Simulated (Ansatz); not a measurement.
Abridged output of a molecular run in Ansatz:

```
Functional definition: HF
1392 factors; integrals over basis functions are off by at most 1.9e-3 eV
mean field evaluation 1: about -86005.5499 eV, gradient 3.9e1 eV
mean field evaluation 2: about -86005.7462 eV, gradient 3.9e1 eV
mean field evaluation 4: about -86009.2433 eV, gradient 3.4e0 eV
mean field evaluation 8: about -86009.3017 eV, gradient 2.4e-1 eV
mean field -86009.30191568 eV, -3160.7835462024 hartree, gradient 6.0e-6 eV, S^2 0.000000; 0 other end points of the search recorded, 0 dependent functions left out
20 core orbitals not correlated: weight in the atoms' cores, before any rotation towards them, 1.000 or more for the frozen orbitals, at most 0.000 for the correlated occupied ones
reference -86009.30191568 eV, -3160.7835462024 hartree; 17, 17 occupied and 196, 196 virtual orbitals, 1392 factors
second order -18.76456914 eV of doubles, -0.00000000 eV of singles
cycle   1  -19.24445841 eV  change   -4.8e-1 eV  update   9.2e-2
cycle   2  -19.76620670 eV  change   -5.2e-1 eV  update   2.7e-2
cycle   3  -19.84078149 eV  change   -7.5e-2 eV  update   1.3e-2
cycle   4  -19.82726795 eV  change    1.4e-2 eV  update   3.3e-3
cycle   5  -19.82822995 eV  change   -9.6e-4 eV  update   1.6e-3
cycle   6  -19.82842775 eV  change   -2.0e-4 eV  update   4.6e-4
cycle   7  -19.82820544 eV  change    2.2e-4 eV  update   1.8e-4
cycle   8  -19.82824807 eV  change   -4.3e-5 eV  update   6.0e-5
cycle   9  -19.82827072 eV  change   -2.3e-5 eV  update   2.1e-5
perturbative correction -0.70304130 eV, -0.0258362914 hartree
Total energy: -86029.83322770 eV, -3161.5380580026 hartree
```

Its atoms:

Z-matrix (Å, degrees):
```
Si
N 1 1.708
Br 1 2.236 2 112.4
H 1 1.481 2 112.2 3 118.0
H 1 1.479 2 108.3 3 -117.9
Al 2 1.790 1 128.4 3 103.0
H 2 1.013 1 114.7 3 -71.8
H 6 1.578 2 117.3 1 3.6
H 6 1.581 2 117.2 1 -177.2
```

**Question.** Which basis set was used?
A. def2-SVP
B. cc-pV(D+d)Z
C. def2-QZVPP
D. def2-TZVPP

**Answer.** D. It gives 233 functions.

**Question.** Write the keys of the input that set method, charge and spin (a neutral closed shell needs none for the last two).

**Answer.** 
```yaml
correlation: {method: ccsd_t}
```
